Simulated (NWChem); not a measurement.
System: SiIClF2; SMILES F[Si](F)(Cl)I

Parts of the log:

```
             Northwest Computational Chemistry Package (NWChem) 7.3.0
             --------------------------------------------------------

 CS  symmetry detected

                             Geometry "geometry" -> ""
                             -------------------------

 Output coordinates in angstroms (scale by  1.889725989 to convert to a.u.)

  No.       Tag          Charge          X              Y              Z
 ---- ---------------- ---------- -------------- -------------- --------------
    1 F                    9.0000    -1.26323233     1.32171866     1.28800400
    2 Si                  14.0000    -0.38325646     0.95982103     0.00000000
    3 F                    9.0000    -1.26323233     1.32171866    -1.28800400
    4 Cl                  17.0000     1.27750294     2.12081342     0.00000000
    5 I                   53.0000     0.12049476    -1.38268412     0.00000000

 Effective nuclear repulsion energy (a.u.)     662.8981704027

      Symmetry information
      --------------------

 Group name             Cs
 Group number              2
 Group order               2
 No. of unique centers     4

 Summary of "ao basis" -> "ao basis" (spherical)
 ------------------------------------------------------------------------------
       Tag                 Description            Shells   Functions and Types
 ---------------- ------------------------------  ------  ---------------------
 F                          def2-svp                 6       14   3s2p1d
 Si                         def2-svp                 8       18   4s3p1d
 Cl                         def2-svp                 8       18   4s3p1d
 I                          def2-svp                10       26   4s4p2d

      Symmetry analysis of basis
      --------------------------

        a'         58
        a"         32

            General Information
            -------------------
          SCF calculation type: DFT
          Wavefunction type:  closed shell.
          No. of atoms     :     5
          No. of electrons :    74
           Alpha electrons :    37
            Beta electrons :    37
          Charge           :     0
          Spin multiplicity:     1
          Use of symmetry is: off; symmetry adaption is: on
          Maximum number of iterations: 150
          AO basis - number of functions:    90
                     number of shells:    38
          Convergence on energy requested:  1.00D-06
          Convergence on density requested:  1.00D-05
          Convergence on gradient requested:  5.00D-04

[...]

                                NWChem TDDFT Module
                                -------------------

            General Information
            -------------------
           No. of orbitals :     180
            Alpha orbitals :      90
             Beta orbitals :      90
        Alpha frozen cores :       0
         Beta frozen cores :       0
     Alpha frozen virtuals :       0
      Beta frozen virtuals :       0
         Spin multiplicity :       1
    Number of AO functions :      90
        Use of symmetry is : off
      Symmetry adaption is : on
         Schwarz screening :  0.10D-07

              XC Information
              --------------
              Hartree-Fock (Exact) Exchange   1.00

             TDDFT Information
             -----------------
          Calculation type : TDHF
         Wavefunction type : Restricted singlets
          No. of electrons :      74
           Alpha electrons :      37
            Beta electrons :      37
              No. of roots :       8
          Max subspacesize :    5600
            Max iterations :     100
               Target root :       1
           Target symmetry : none
      Symmetry restriction : off
                 Algorithm : Optimal
        Davidson threshold :  0.10D-03

    8 smallest eigenvalue differences (eV)
--------------------------------------------------------
  No. Spin  Occ  Vir  Irrep   E(Occ)    E(Vir)   E(Diff)
--------------------------------------------------------
    1    1   37   38 a'       -0.409     0.100    13.846
    2    1   36   38 a"       -0.411     0.100    13.909
    3    1   37   39 a"       -0.409     0.167    15.674
    4    1   36   39 a'       -0.411     0.167    15.736
    5    1   35   38 a'       -0.487     0.100    15.982
    6    1   37   40 a'       -0.409     0.182    16.078
    7    1   36   40 a"       -0.411     0.182    16.140
    8    1   34   38 a"       -0.509     0.100    16.571
--------------------------------------------------------

  Entering Davidson iterations
  Restricted singlet excited states

  Iter   NTrls   NConv    DeltaV     DeltaE      Time
  ----  ------  ------  ---------  ---------  ---------
    1      8       0     0.24E+00   0.10+100       11.4
    2     24       0     0.92E-01   0.35E-01       12.6
    3     40       0     0.10E+00   0.29E-01       12.6
    4     56       0     0.43E-01   0.89E-02       12.9
    5     72       0     0.17E-01   0.13E-02       13.0
    6     88       1     0.74E-02   0.17E-03       12.6
    7    102       4     0.28E-02   0.24E-04       12.7
    8    110       6     0.71E-03   0.25E-05       12.1
    9    113       7     0.21E-03   0.15E-06       11.7
   10    115       8     0.93E-04   0.13E-07       11.5
  ----  ------  ------  ---------  ---------  ---------
  Convergence criterion met

  Ground state a'      -1243.777321291745 a.u.

  ----------------------------------------------------------------------------
  Root   1 singlet a'             0.255942696 a.u.                6.9646 eV
  ----------------------------------------------------------------------------
     Transition Moments    X  0.17304   Y  0.19731   Z  0.00000
     Dipole Oscillator Strength                    0.0117516077
     Electric Quadrupole                           0.0000000046
     Magnetic Dipole                               0.0000002551
     Total Oscillator Strength                     0.0117518674

[...]
```

Level: Hartree-Fock/def2-SVP with def2 effective core potentials on I, TDHF. Coordinates come from a PBE0/def2-SVP optimisation. def2 effective core potentials on I; no spin-orbit coupling.

### Question
Reconstruct the input file.

### Answer
This is not unique; one that fits is the input that was run:
```
start job
memory heap 200 mb stack 900 mb global 1100 mb
geometry units angstroms noautoz
  F     -1.277899     1.298945     1.288004
  Si    -0.391250     0.953719     0.000000
  F     -1.277899     1.298945    -1.288004
  Cl     1.247303     2.145847     0.000000
  I      0.156620    -1.378862     0.000000
end
basis spherical
  F library def2-svp
  Si library def2-svp
  Cl library def2-svp
  I library def2-svp
end
ecp
  I library def2-ecp
end
dft
  xc hfexch
  iterations 150
end
tddft
  nroots 8
  notriplet
end
task tddft energy
```
